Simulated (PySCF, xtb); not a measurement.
Zn(I)(SeH) (HISeZn), SMILES [SeH][Zn][I]. Other conformers were not sampled.

Harmonic wavenumbers (cm⁻¹) from GFN2-xTB run with xtb at its own minimum, in rising order: 33, 78, 146, 274, 509, 2102.

Q: What does PySCF with r2SCAN-D4/def2-SVP give at its own minimum? (An estimate is asked for; the answer gives what the named calculation found.)

A: 67, 72, 176, 355, 561, 2423. Paired by order, the mean absolute difference is 87 cm⁻¹ and the zero-point energies are 4.5 and 5.2 kcal/mol.
